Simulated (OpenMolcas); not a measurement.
**P: input and output**

Input:

```
&GATEWAY
Coord
1

P 0.0 0.0 0.0
Basis=ANO-R1
Group=XYZ
NoMove
AngMom=0.0 0.0 0.0
AMFI
&SEWARD
* reference wave functions (RASSCF and RASSI steps not shown): 3 electrons in 3 orbitals (3p)
>>> COPY JOB001 $Project.JobIph
&CASPT2
Multistate=1 1
Frozen=1 0
IPEA=0.4
Shift=0.3
MaxIter=60
WThr=0.0 0.3 0.05
PrWF=0.5
NoMix
>>> COPY JOB002 $Project.JobIph
&CASPT2
Multistate=8 1 2 3 4 5 6 7 8
Frozen=1 0
IPEA=0.4
Shift=0.3
MaxIter=60
WThr=0.0 0.3 0.05
PrWF=0.5
NoMix
```

Launched by
```bash
OMP_NUM_THREADS=1 MOLCAS_MEM=2252 MOLCAS_PROJECT=a pymolcas a.inp > a.log  # once for each step of the input, in one work folder
```

Output, cut to the results:

```
--- CASPT2 ---
Orbital specifications:
      -----------------------

      Symmetry species                           1   2
                                                ag  au
      Frozen orbitals                            1   0
      Inactive orbitals                          2   3
      Active orbitals                            0   3
      Secondary orbitals                         6   3
      Deleted orbitals                           0   0
      Number of basis functions                  9   9
Type of calculation                        SS-CASPT2
      Fock operator                              state-specific
      IPEA shift                                 0.40
      Real shift                                 0.30
      Imaginary shift                            0.00
      The input orbitals will be transformed to quasi-canonical
Reference energy:        -341.5323369332
      E2 (Non-variational):      -0.0593062839
      Shift correction:          -0.0069624141
      E2 (Variational):          -0.0662686980
      Total energy:            -341.5986056312
      Residual norm:              0.0000001495
      Reference weight:           0.97732
      Contributions to the CASPT2 correlation energy
      Active & Virtual Only:         -0.0135716927
      One Inactive Excited:          -0.0311249291
      Two Inactive Excited:          -0.0146096621
::    CASPT2 Root  1     Total energy:   -341.59860563
--- CASPT2 ---
Orbital specifications:
      -----------------------

      Symmetry species                           1   2
                                                ag  au
      Frozen orbitals                            1   0
      Inactive orbitals                          2   3
      Active orbitals                            0   3
      Secondary orbitals                         6   3
      Deleted orbitals                           0   0
      Number of basis functions                  9   9
Type of calculation                        MS-CASPT2
      Fock operator                              state-specific
      IPEA shift                                 0.40
      Real shift                                 0.30
      Imaginary shift                            0.00
      The input orbitals will be transformed to quasi-canonical
Reference energy:        -341.4602588481
      E2 (Non-variational):      -0.0661517674
      Shift correction:          -0.0085146816
      E2 (Variational):          -0.0746664491
      Total energy:            -341.5349252971
      Residual norm:              0.0000003362
      Reference weight:           0.97240
      Contributions to the CASPT2 correlation energy
      Active & Virtual Only:         -0.0160969201
      One Inactive Excited:          -0.0354027082
      Two Inactive Excited:          -0.0146521391
Reference energy:        -341.4602588481
      E2 (Non-variational):      -0.0662112106
      Shift correction:          -0.0083967889
      E2 (Variational):          -0.0746079995
      Total energy:            -341.5348668476
      Residual norm:              0.0000003352
      Reference weight:           0.97277
      Contributions to the CASPT2 correlation energy
      Active & Virtual Only:         -0.0161325034
      One Inactive Excited:          -0.0354262901
      Two Inactive Excited:          -0.0146524170
::    CASPT2 Root  1     Total energy:   -341.53492530
::    CASPT2 Root  2     Total energy:   -341.53486685
::    CASPT2 Root  3     Total energy:   -341.53533089
::    CASPT2 Root  4     Total energy:   -341.53540980
::    CASPT2 Root  5     Total energy:   -341.53557533
::    CASPT2 Root  6     Total energy:   -341.49430020
::    CASPT2 Root  7     Total energy:   -341.49516654
::    CASPT2 Root  8     Total energy:   -341.49528893
::    MS-CASPT2 Root  1     Total energy:   -341.53590094
::    MS-CASPT2 Root  2     Total energy:   -341.53573866
::    MS-CASPT2 Root  3     Total energy:   -341.53520580
::    MS-CASPT2 Root  4     Total energy:   -341.53493799
::    MS-CASPT2 Root  5     Total energy:   -341.53433105
::    MS-CASPT2 Root  6     Total energy:   -341.49535607
::    MS-CASPT2 Root  7     Total energy:   -341.49530317
::    MS-CASPT2 Root  8     Total energy:   -341.49409016
```

Levels above the lowest, from the spin-orbit matrix with the single-state CASPT2 energies, averaged by term, on its diagonal:

```
Configuration  Term    J  E (eV)  Measured (eV)      g  Term weight %
      3s2 3p3   4S*  3/2  0.0000         0.0000  2.002            100
      3s2 3p3   2D*  3/2   1.724         1.4086  0.800            100
      3s2 3p3   2D*  5/2   1.725         1.4105  1.200            100
      3s2 3p3   2P*  1/2   2.822         2.3213  0.666            100
      3s2 3p3   2P*  3/2   2.823         2.3245  1.334            100
```

Against the 4 measured excited levels shown (NIST Handbook of Basic Atomic Spectroscopic Data) the mean absolute deviation is 3300 cm-1; the largest miss in energy is 3s2 3p3 2P* 1/2: computed 2.822, measured 2.3213 eV (+21.6 %).

CASPT2 breaks the degeneracy within a term, and the mean is taken; among the terms shown or strongly mixed into the levels shown the widest spread is 220 cm-1 (3s2 3p3 2P*). Terms from blocks run as CI alone lack orbitals of their own. With the s shell closed, the reference lacks s² → p² mixing. Some terms miss by over 15 % even with CASPT2, which points to a basis or an active space too small for the shells correlated. Measured partners are found by configuration, term and J. A level has none where our copy of the source lacks it or the pairing is in doubt (some pairs that miss far off the trend of their configuration count as doubtful), and it then counts in no deviation. Levels of configurations outside the active space are missing.

The term weight is that of the spin-free term in the level, not the purity of its configuration. * marks odd parity.
